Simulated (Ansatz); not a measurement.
Pb4S4⁻. The state is a doublet with charge -1. Geometry PBE-D4/def2-SVP; atoms count from 1.

```xyz
8

Pb    1.1088   -1.0718   -1.6869
Pb    0.0758   -1.8807    1.2966
Pb   -1.8364    1.0556   -1.2114
Pb    0.7250    1.7145    1.5776
S     0.8681    1.5842   -1.1837
S    -1.6031    0.2477    1.4259
S    -1.3901   -1.2023   -2.4759
S     2.0519   -0.4472    2.2578
```

In the def2 sets Pb takes a core potential; there is no spin–orbit coupling. The structure comes from a short search, and lower isomers may exist.

Q: Estimate the Mulliken populations from the PBE0/def2-SVP orbitals of Ansatz.

A: 
```tsv
atom	charge (e)	spin (α − β)
Pb1	0.28	0.42
Pb2	0.28	0.42
Pb3	0.43	0.02
Pb4	0.43	0.02
S5	-0.60	-0.02
S6	-0.60	-0.02
S7	-0.60	0.08
S8	-0.60	0.08
```
Mulliken values depend strongly on the basis.

Q: Where does the spin sit?

A: Summed by element: Pb 0.88, S 0.12, of 1 unpaired in all. Largest on single atoms: Pb1 0.42, Pb2 0.42, S8 0.08.

Q: And the Mayer bond orders between heavy atoms (over 0.3)?

A: Pb1–Pb2 0.53 (3.26 Å); Pb1–S5 0.71 (2.71 Å); Pb1–S7 0.95 (2.62 Å); Pb2–S6 0.71 (2.71 Å); Pb2–S8 0.95 (2.62 Å); Pb3–S5 0.66 (2.76 Å); Pb3–S6 0.63 (2.77 Å); Pb3–S7 0.94 (2.63 Å); Pb4–S5 0.63 (2.77 Å); Pb4–S6 0.66 (2.76 Å); Pb4–S8 0.94 (2.63 Å).
